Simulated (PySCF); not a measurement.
Molecule: SMILES Fc1ccnnn1, C3H2FN3.

Bonds (- single, = double, # triple, : aromatic): F1-C2, C2:C3, C3:C4, C4:N5, N5:N6, N6:N7, N7:C2. C3 carries H8; C4 carries H9.

Frames of a GFN2-xTB Langevin trajectory at 600 K; GIAO PBE0/pcSseg-1 shieldings in PySCF 2.14.0 with density-fitted response routines, gas phase, non-relativistic; equivalent atoms averaged within each frame.

Referencing at the same level of theory: ¹⁹F (σref 170.95) against CFCl3; ¹³C (σref 186.93), ¹H (σref 31.72) against TMS; NH3 for ¹⁵N (σref 267.73). The references are static minima.

**Question.** How do the shifts (ppm) fluctuate along the trajectory?

**Answer.** 
```csv
time (fs),F1,C2,C4,C3,N6,N5,N7,H9,H8
optimised geometry,-74.3,176.4,155.7,110.6,548.4,438.0,405.2,9.29,6.99
250,-64.7,182.1,148.2,106.9,538.1,451.6,434.5,8.12,7.54
425,-49.4,180.1,167.4,103.3,591.7,431.1,414.4,9.02,6.34
625,-77.8,163.8,157.9,102.1,593.8,430.1,395.5,8.23,6.52
800,-84.0,173.0,151.5,115.7,521.7,413.1,372.3,8.76,7.32
1000,-60.8,177.0,155.8,131.8,516.6,453.4,400.3,9.30,9.30
mean of frames,-67.3,175.2,156.2,112.0,552.4,435.8,403.4,8.69,7.40
standard deviation,13.8,7.2,7.3,12.3,37.7,16.8,23.1,0.51,1.17
```

5 frames give an uncertainty of the mean of about the standard deviation over 2.2 at best, since frames this close in time may not be independent; classical motion lacks zero-point vibration, and the reference would need the same averaging.
